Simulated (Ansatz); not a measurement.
System: PN, charge -1, multiplicity 2. SMILES of the parent species: P#N
Structure (B3LYP-D3(BJ)/def2-TZVP (Ansatz, an electronic-structure program) minimum search):
```xyz
2

N      0.0000     0.0000    -1.0571
P      0.0000     0.0000     0.4933
```
Charge -1, spin multiplicity 2.

Parts of the frozen-core correlation energy in cc-pV(D+d)Z (Ansatz, hartree). Frozen orbitals: 6; correlated occupied orbitals by spin: 6 and 5; virtual: 25 and 26. Open shells are spin-unrestricted. Spin-orbit coupling is left out. No relativistic terms.

| term | value |
|---|---|
| reference (HF) | -395.12054 |
| MP2 opposite-spin | ___ |
| MP2 same-spin | -0.06722 |
| CCSD correlation | ___ |
| (T) | ___ |
| CCSDT minus CCSD(T) | -0.00138 |
| CCSDT(Q) minus CCSD(T) | -0.00322 |
| T1 diagnostic | 0.076 |
| largest doubles amplitude | 0.161 |
| <S^2> of the reference | 1.098 |

Task: Some entries are withheld; supply them.

Result: 
- MP2 opposite-spin, value: -0.17839
- CCSD correlation, value: -0.28089
- (T), value: -0.01291
